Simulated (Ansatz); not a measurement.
`CC(C)(C)/C=C/C(C)(C)C`. Total charge 0; spin multiplicity 1. The structure was optimised at the PBE0-D4/def2-TZVP level.

```xyz
30

C     0.592   -2.630   -1.269
C    -0.277   -1.948   -0.209
C    -1.731   -2.391   -0.399
C     0.199   -2.361    1.176
C    -0.208   -0.460   -0.430
C     0.208    0.460    0.430
C     0.277    1.948    0.209
C     1.731    2.391    0.399
C    -0.593    2.629    1.269
C    -0.199    2.361   -1.176
H     1.641   -2.343   -1.156
H     0.522   -3.718   -1.184
H     0.273   -2.350   -2.277
H    -2.380   -1.930    0.350
H    -1.818   -3.478   -0.306
H    -2.102   -2.107   -1.387
H    -0.410   -1.905    1.961
H     0.131   -3.446    1.288
H     1.241   -2.073    1.342
H    -0.544   -0.147   -1.417
H     0.544    0.147    1.417
H     2.102    2.107    1.388
H     2.380    1.931   -0.349
H     1.818    3.478    0.308
H    -0.523    3.718    1.183
H    -1.641    2.343    1.155
H    -0.274    2.350    2.277
H     0.411    1.905   -1.961
H    -1.240    2.073   -1.343
H    -0.130    3.446   -1.288
```

(1) What is the dipole moment at ωB97M-V/def2-TZVPP? (Estimate.)

(2) Give the Mulliken charges with ωB97M-V, PBE, B3LYP in def2-TZVPP. (An estimate is asked.)

Results:

(1) Computed: 0.00 D, zero by symmetry or nearly so.

(2) Computed: 
```
atom  ωB97M-V    PBE  B3LYP
  C1    -0.31  -0.28  -0.29
  C2     0.05   0.35   0.32
  C3    -0.31  -0.28  -0.29
  C4    -0.39  -0.31  -0.33
  C5    -0.16  -0.21  -0.21
  C6    -0.16  -0.21  -0.21
  C7     0.05   0.35   0.32
  C8    -0.31  -0.28  -0.29
  C9    -0.31  -0.28  -0.29
 C10    -0.39  -0.31  -0.33
 H11     0.11   0.08   0.09
 H12     0.11   0.07   0.07
 H13     0.11   0.07   0.08
 H14     0.11   0.08   0.09
 H15     0.11   0.07   0.07
 H16     0.11   0.07   0.08
 H17     0.12   0.08   0.08
 H18     0.11   0.07   0.08
 H19     0.12   0.08   0.08
 H20     0.11   0.06   0.08
 H21     0.11   0.06   0.08
 H22     0.11   0.07   0.08
 H23     0.11   0.08   0.09
 H24     0.11   0.07   0.07
 H25     0.11   0.07   0.07
 H26     0.11   0.08   0.09
 H27     0.11   0.07   0.08
 H28     0.12   0.08   0.08
 H29     0.12   0.08   0.08
 H30     0.11   0.07   0.08
```

B3LYP here is the variant with VWN-RPA as its local correlation; programs differ in this.
